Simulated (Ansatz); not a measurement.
Consider the substitution at a C–O bond: `C[O][Ge]([O]C)([O]C)[O]C` + `O[SiH](F)S` → `CS[SiH](O)F` + `C[O][Ge]([OH])([O]C)[O]C`.

Calculated with Ansatz (gas phase, PBE0-D4/def2-TZVP geometries, no zero-point term in ΔE). CBS: MP2 limit from def2 TZ/QZ plus the TZ coupled-cluster correction, frozen cores. Functionals use def2-TZVPP. B3LYP here is the variant with VWN-RPA as its local correlation; programs differ in this. For Ge outer-core shells are correlated without core-valence functions, which leaves a few kJ/mol of doubt a bond. Scalar relativity is left out up to krypton. One conformer a species, not always the lowest.

```csv
level,ΔE (kJ/mol),difference from CCSD(T)/CBS
ωB97X-V,-39.8,3.9
ωB97M-V,-42.4,1.3
r2SCAN,-44.6,-0.9
PBE0,-46.1,-2.4
B3LYP,-41.0,2.7
HF/def2-TZVPP,-34.9,8.8
MP2/def2-TZVPP,-46.1,-2.4
CCSD/def2-TZVPP,-38.4,5.3
SCS-MP2/def2-QZVPP,-44.4,-0.7
CCSD/CBS(def2),-42.7,1.0
CCSD(T)/CBS,-43.7,0
```

Largest T1 diagnostic among the species: 0.012.

In def2-TZVPP, CCSD(T) changes the Hartree–Fock value by −4.5 kJ/mol (the triples alone add −1.0 kJ/mol) and MP2 by −11.1 kJ/mol.
